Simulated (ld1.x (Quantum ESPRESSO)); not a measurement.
## Which change was made? (In, PAW)

In (Z = 49), PAW, made with ld1.x (Quantum ESPRESSO) 7.5 (PBE, scalar-relativistic). Core [Kr], reference 4d10 5s1 5p2. Waves: 5s (bound): rcut 1.60, rcutus 2.00 bohr; 5s channel at 3.8 Ry: rcut 1.60, rcutus 2.00 bohr; 5p (bound): rcut 2.40, rcutus 3.05 bohr; 5p channel at 0.55 Ry: rcut 2.40, rcutus 3.05 bohr; 4d (bound): rcut 1.75, rcutus 1.90 bohr; 4d channel at -0.65 Ry: rcut 1.75, rcutus 1.90 bohr. Local part: all-electron potential smoothed inside 2.00 bohr (lloc = -1). Core correction: Bessel-smoothed model core, default radius (core density twice the valence density). Augmentation charge: BESSEL, radius 1.40 bohr.

Cutoffs, loose and tight: the cutoffs (Ry, on a coarse ladder) from which the occupation-weighted sum of valence levels, in a spherical-Bessel basis at the reference potential, stays within 10 and 1 mRy of its value at 400 Ry. They do not see the model core or the augmentation charge, which bear on the density cutoff. Test errors are all-electron minus pseudo excitation energies from the reference, over the configurations 4d10 5s2 5p1; 4d10 5s2 5p0; 4d10 5s1 5p0; 4d9 5s2 5p1; 4d10 5s1 5p1; 4d10 5s2 5p0.5; 4d9 5s2 5p2; variants that change the core or the reference have their own tests. The largest error is taken over the tests solved by every variant that gives reliable tests at all, those not shown here included: 4d10 5s1 5p0; 4d10 5s2 5p0; 4d10 5s2 5p1.

The base gives: outcome: generated; cutoff, loose: 35 Ry; cutoff, tight: 55 Ry; bound ghosts: none; largest test error (meV): +3.0.

Q: After one change the result is: outcome: generated; cutoff, loose: 15 Ry; cutoff, tight: 25 Ry; bound ghosts: none; largest test error (meV): +8.7. Which change was it?
A. local potential all-electron potential smoothed inside 2.84 bohr (lloc = -1)
B. local potential all-electron potential smoothed inside 2.90 bohr (lloc = -1)
C. waves 4d (bound): rcut 1.75, rcutus 2.70 bohr; 4d channel at -0.65 Ry: rcut 1.75, rcutus 2.70 bohr

A: C. The others give: local potential all-electron potential smoothed inside 2.84 bohr (lloc = -1) → outcome: generated; cutoff, loose: 35 Ry; cutoff, tight: 55 Ry; bound ghosts: s; largest test error (meV): -23 | local potential all-electron potential smoothed inside 2.90 bohr (lloc = -1) → outcome: generated; cutoff, loose: 35 Ry; cutoff, tight: 55 Ry; bound ghosts: none; largest test error (meV): +69.
